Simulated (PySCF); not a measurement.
input.py for NaCd⁺

File input.py (PySCF 2.14):

```python
from pyscf import gto, dft

mol = gto.M(
    atom='Na 0 0 0; Cd 0 0 3.229',
    basis='sbkjc',
    ecp={'Na': 'sbkjc', 'Cd': 'sbkjc'},
    charge=1,
    spin=0,
    symmetry=True,
    verbose=4,
)
mf = dft.RKS(mol, xc='b3lyp5')
mf.kernel()
mf.mulliken_pop()
mf.dip_moment()
print('orbital energies (hartree):', mf.mo_energy[..., max(0, mol.nelec[1]-3):mol.nelec[0]+3].round(4))
```

```bash
$ OMP_NUM_THREADS=1 python input.py
```

It prints (some set-up lines and the per-cycle HOMO/LUMO lines with their warnings removed):

```
PySCF version 2.14.0

[INPUT] Symbol           X                Y                Z      unit          X                Y                Z       unit  Magmom
[INPUT]  1 Na     0.000000000000   0.000000000000   0.000000000000 AA    0.000000000000   0.000000000000   0.000000000000 Bohr   0.0
[INPUT]  2 Cd     0.000000000000   0.000000000000   3.229000000000 AA    0.000000000000   0.000000000000   6.101925656221 Bohr   0.0

nuclear repulsion = 3.27765383041189
point group symmetry = Coov
symmetry origin: [0.        0.        4.9642785]
symmetry axis x: [1. 0. 0.]
symmetry axis y: [0. 1. 0.]
symmetry axis z: [0. 0. 1.]
num. orbitals of irrep A1 = 15
num. orbitals of irrep E1x = 9
num. orbitals of irrep E1y = 9
num. orbitals of irrep E2x = 3
num. orbitals of irrep E2y = 3
number of shells = 15
number of NR pGTOs = 73
number of NR cGTOs = 39
basis = sbkjc
ecp = {'Na': 'sbkjc', 'Cd': 'sbkjc'}

******** <class 'pyscf.dft.rks_symm.SymAdaptedRKS'> ********
method = SymAdaptedRKS
initial guess = minao
damping factor = 0
level_shift factor = 0
DIIS = <class 'pyscf.scf.diis.CDIIS'>
SCF conv_tol = 1e-09
SCF max_cycles = 50
XC functionals = b3lyp5

grids dens level: 3
Freeze 0 electrons in irreps []
    20 free electrons in irreps A1 E1x E1y E2x E2y
Initial guess from minao.
tot grids = 40496
init E= -138.571910677294

WARN: A1 HOMO 0.0508478012126534 > system LUMO 0.0513766485516864

WARN: E1x LUMO 0.0513766485516864 < system HOMO 0.0508478012126534

WARN: E1y LUMO 0.0513766485516864 < system HOMO 0.0508478012126534

cycle= 1 E= -124.900315137118  delta_E= 13.7  |g|= 10.7  |ddm|= 11.8
cycle= 2 E= -157.233588687075  delta_E= -32.3  |g|= 7.91  |ddm|= 13.7
cycle= 3 E= -166.109996690734  delta_E= -8.88  |g|= 1.93  |ddm|= 6.62
cycle= 4 E= -166.840103896198  delta_E= -0.73  |g|= 0.418  |ddm|= 4.69
cycle= 5 E= -166.863772747233  delta_E= -0.0237  |g|= 0.154  |ddm|= 0.625
cycle= 6 E= -166.872507923287  delta_E= -0.00874  |g|= 0.0355  |ddm|= 0.235
cycle= 7 E= -166.872711056842  delta_E= -0.000203  |g|= 0.0014  |ddm|= 0.0318
cycle= 8 E= -166.872711447597  delta_E= -3.91e-07  |g|= 0.000346  |ddm|= 0.00182
cycle= 9 E= -166.872711463616  delta_E= -1.6e-08  |g|= 4.97e-05  |ddm|= 0.00029
cycle= 10 E= -166.872711463938  delta_E= -3.21e-10  |g|= 3.21e-06  |ddm|= 3.9e-05
Extra cycle  E= -166.872711463939  delta_E= -1.08e-12  |g|= 2.66e-06  |ddm|= 2.61e-06
converged SCF energy = -166.872711463939
 ** Mulliken pop  **
pop of  0 Na 3s           0.17646
pop of  0 Na 4s          -0.07303
pop of  0 Na 3px          0.00088
pop of  0 Na 3py          0.00088
pop of  0 Na 3pz          0.11576
pop of  0 Na 4px         -0.00008
pop of  0 Na 4py         -0.00008
pop of  0 Na 4pz         -0.04691
pop of  1 Cd 4s           0.82987
pop of  1 Cd 5s           0.87814
pop of  1 Cd 6s           0.96308
pop of  1 Cd 7s           1.14446
[27 lines left out]
 ** Mulliken atomic charges  **
charge of    0Na =      0.82612
charge of    1Cd =      0.17388

WARN: System has nonzero charge 1; the dipole moment is origin-dependent.
Location of origin: [0. 0. 0.]

Dipole moment(X, Y, Z, Debye):  0.00000,  0.00000,  3.15630
orbital energies (hartree): [-0.6577 -0.6577 -0.3964 -0.2225 -0.1798 -0.1798]
```

In short: E(SCF) = -166.872711 Eh, 10 cycles.

Run time: 1.3 s on 1 thread of Intel Xeon 6975P-C (shared host).

Stability towards an unrestricted solution was not tested. The bond length is a typed value, not an optimised one. The dipole of an ion depends on the origin.
